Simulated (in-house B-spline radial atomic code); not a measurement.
Results of a calculation; reference values are marked as such.
Cl ion on Ge atom: potential, deflection and energy transfer

The pair potential comes from two frozen, spherical free-atom densities (PBE, B-spline radial code, scalar-relativistic past argon): electrostatics plus the change in Thomas-Fermi kinetic and Dirac exchange energy where they overlap, the recipe behind the universal ZBL potential, which averages such potentials (from solid-state densities) over many pairs. It is written V = (Z1 Z2 e²/r) φ(r/a), with e² = 14.3996 eV·Å and a = 0.46850 Å/(Z1^0.23 + Z2^0.23); ZBL's fit is φ = 0.18175 e^(−3.1998x) + 0.50986 e^(−0.94229x) + 0.28022 e^(−0.4029x) + 0.02817 e^(−0.20162x). Where φ falls below 4e-4 it is continued as an exponential.

Masses 35.45 and 72.63 u.

| x = r/a | φ, this pair | φ, ZBL |
| --- | --- | --- |
| 0.1 | 0.8938 | 0.8928 |
| 0.25 | 0.7735 | 0.7647 |
| 0.5 | 0.6255 | 0.6096 |
| 1 | 0.4335 | 0.4164 |
| 1.5 | 0.314 | 0.2995 |
| 2 | 0.2336 | 0.2218 |
| 3 | 0.1363 | 0.1292 |
| 4 | 0.08472 | 0.08026 |
| 5 | 0.05432 | 0.05224 |
| 6.5 | 0.03009 | 0.02914 |
| 8 | 0.01836 | 0.01705 |
| 10 | 0.009909 | 0.008778 |
| 12 | 0.005253 | 0.00474 |
| 14.5 | 0.002374 | 0.002328 |
| 17 | 0.001114 | 0.001212 |

Question: At x = 2 the electrostatic, kinetic and exchange parts are 3780.61, 4530.97 and -230.47 eV. Find r, V and φ.

Answer: a = 0.46850/(1.9187 + 2.2191) = 0.11322 Å, so r = 0.22645 Å. V = 3780.61 + 4530.97 + (-230.47) = 8081.11 eV. The bare repulsion is 17 × 32 × 14.3996/0.22645 = 34592 eV, so φ = 0.2336, +5.3 % against ZBL's 0.2218. The kinetic (Pauli) term is 56 % of V here.

Question: The ion comes in at 103 keV with impact parameter 0.0566 Å. The scattering integral gives a centre-of-mass angle of 64.25° and a closest approach of 0.8063 a. What are the reduced energy, the energy passed on and the laboratory angles?

Answer: ε = E a M2/(Z1 Z2 e² (M1 + M2)) = 103000 × 9.7131e-06 = 1. The most that one collision can pass on is γE with γ = 4 M1 M2/(M1 + M2)² = 0.8817. Here T = γE sin²(θ/2) = 0.8817 × 103000 × 0.2827 = 25660 eV. The ion turns by arctan(sin θ/(cos θ + M1/M2)) = 44.3°, and the struck atom leaves at (180° − θ)/2 = 57.9°. The closest approach is 0.091 Å. With ZBL the angle would be 63.04° and T = 24810 eV.
